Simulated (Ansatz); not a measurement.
`[NH]=[W](=[NH])([NH2])[F]`, charge 0, multiplicity 1.

(1) Give a relaxed structure at PBE0-D4/def2-TZVP (the Gaussian-basis code of Ansatz). (Best estimate.)

## Answers

(1) Computed: 
Z-matrix (Å, degrees):
```
W
N 1 1.749
N 1 1.943 2 106.4
N 1 1.749 2 113.5 3 116.7
F 1 1.882 2 109.2 3 -121.3
H 2 1.007 1 156.8 3 -118.3
H 3 1.008 1 123.1 2 -20.0
H 3 1.008 1 123.1 2 141.4
H 4 1.007 1 156.8 2 1.6
```
Point group Cs.
This is one stationary point; other conformers may exist.
